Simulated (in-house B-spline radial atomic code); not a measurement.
Configurations of Gd, with energies counted from [Xe] 4f7 5d1 6s2. All numbers are computed (scalar-relativistic (X2C) LDA PW92, spin-polarised, spherical fractional occupations; Fermi nucleus of rms radius 5.1569 fm) with a B-spline radial code for spherical atoms, not measured. Shells without spins written out take the highest spin.

Occupations are held fixed; configurations that lie above the ionisation limit could autoionise.

| configuration | E - E(ref) (eV) | highest orbital | its <r> (bohr) |
| --- | --- | --- | --- |
| [Xe] 4f7 5d1 6s1 6p1 | 2.0467 | 6p up | 5.133 |
| [Xe] 4f(0 up, 7 down) 5d(0 up, 1 down) 6s(0 up, 1 down) 7s(0 up, 1 down) | 3.9041 | 7s down | 9.436 |
| [Xe] 4f7 5d1 5f1 6s1 | 5.291 | 5f up | 16.23 |
| [Xe] 4f(5 up, 2 down) 5d(1 up, 0 down) 6s2 | 7.485 | 5d up | 2.766 |
| [Xe] 4f6 5d1 6s2 6d1 | 16.508 | 6d up | 9.621 |
| [Kr] 4d10 4f7 5s2 5p5 5d1 6s2 7f1 | 30.073 | 7f up | 40.54 |
| [Kr] 4d(5 up, 4 down) 4f(6 up, 1 down) 5s2 5p6 5d(2 up, 0 down) 6s2 | 149.54 | 6s down | 3.943 |
| [Kr] 4d9 4f7 5s2 5p6 5d1 6s2 6d1 | 150.03 | 6d up | 9.595 |

(1) Order these further configurations by energy, lowest first.
A. [Xe] 4f(3 up, 3 down) 5d(0 up, 1 down) 6s2 7p(1 up, 0 down)
B. [Kr] 4d10 4f7 5s2 5p5 5d1 6s2 7d1
C. [Xe] 4f(2 up, 5 down) 6s2 7p(0 up, 1 down)
D. [Xe] 4f7 5f1 6s2
E. [Xe] 4f(2 up, 5 down) 5d(1 up, 0 down) 6s2

(2) How far above the reference does [Kr] 4d10 4f7 5s2 5p5 5d1 6s2 7s1 lie?

(3) How far above the reference does [Kr] 4d9 4f7 5s2 5p6 5d1 6s2 7s1 lie?

(4) How far above the reference does [Xe] 4f7 6s2 7s1 lie?

Answers

(1) D (5.677 eV), E (7.7652 eV), C (12.229 eV), A (23.959 eV), B (29.528 eV).

(2) 28.098 eV; its least bound orbital is 7s up with <r> = 8.984 bohr.

(3) 149.28 eV; its least bound orbital is 7s up with <r> = 8.956 bohr.

(4) 4.2271 eV; its least bound orbital is 7s up with <r> = 9.194 bohr.
